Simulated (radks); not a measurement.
Results of a calculation; reference values are marked as such.
Problem. Species: Be III. Configuration: 1s1.5 2p0.5 (fractional occupations, a model configuration). Level of theory: scalar-relativistic Kohn-Sham, LDA (Slater exchange, Perdew-Wang correlation), spin-polarised, spherical densities, finite nucleus; open shells are filled with parallel spins first; Fermi nuclear charge, rms radius 2.519 fm (a radial shooting solver on a logarithmic mesh with Libxc functionals). Some entries of the table are withheld. Estimate them.

| orbital | occ. | eigenvalue (Ry) | <r> (bohr) | <1/r> (bohr^-1) |
|---|---|---|---|---|
| 1s up | 1 | -11.07545 | 0.4017 | 3.794 |
| 1s down | 0.5 | -10.55589 | 0.4082 | 3.741 |
| 2s up | 0 | -1.91980 | 1.897 | 0.7668 |
| 2s down | 0 | -1.74356 | 1.974 | 0.7377 |
| 2p up | 0.5 | -1.65982 | 1.762 | 0.7209 |
| 2p down | 0 | -1.48667 | 1.850 | 0.6909 |
| 3p up | 0 | -0.61321 | (1) | (2) |
| 3p down | 0 | -0.57753 | (3) | (4) |

Solution. 
(1) 3p up <r> (bohr): 4.644
(2) 3p up <1/r> (bohr^-1): 0.3039
(3) 3p down <r> (bohr): 4.900
(4) 3p down <1/r> (bohr^-1): 0.2891
